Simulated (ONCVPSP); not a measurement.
**Reading a pseudo-wave (Ne (Z = 10))**

Columns: radius, all-electron u(r) and pseudo u(r) of the 2s shell (level -66.13 eV) of neon in the configuration [He] 2s2 2p4.5; LDA (Perdew-Wang 92), scalar-relativistic, ONCV scheme, ONCVPSP 4.0.1.

```
r (bohr)  all-electron  pseudo
   0.078       -0.5041  0.1291
   0.155       -0.3089  0.2755
   0.232        0.0714  0.4250
   0.310        0.4446  0.5740
   0.388        0.7380  0.7439
   0.465        0.9374  0.9207
   0.542        1.0562  1.0517
   0.620        1.1110  1.1109
   0.698        1.1164  1.1163
   0.775        1.0877  1.0876
   0.852        1.0364  1.0363
   0.930        0.9703  0.9702
   1.008        0.8965  0.8964
   1.085        0.8206  0.8205
   1.162        0.7450  0.7449
   1.240        0.6708  0.6708
   1.318        0.6005  0.6005
   1.395        0.5357  0.5357
   1.472        0.4760  0.4759
   1.550        0.4207  0.4206
   1.628        0.3706  0.3705
   1.705        0.3261  0.3260
   1.782        0.2862  0.2861
   1.860        0.2502  0.2502
   1.938        0.2183  0.2182
   2.015        0.1904  0.1904
```

**Question.** How many radial nodes do the two functions have?

**Answer.** The all-electron 2s function has n − l − 1 = 1; the pseudo-wave has 0, since the states of the same l below it are removed with the core.

**Question.** At about which radius was the pseudo-wave matched?

**Answer.** 0.65 bohr, where the columns begin to agree (steps of 0.08 bohr).

**Question.** Is the pseudo-wave norm-conserving?

**Answer.** Yes: the ONCV scheme keeps the norm inside the radius equal to the all-electron one, which fixes the energy derivative of the logarithmic derivative at the level.
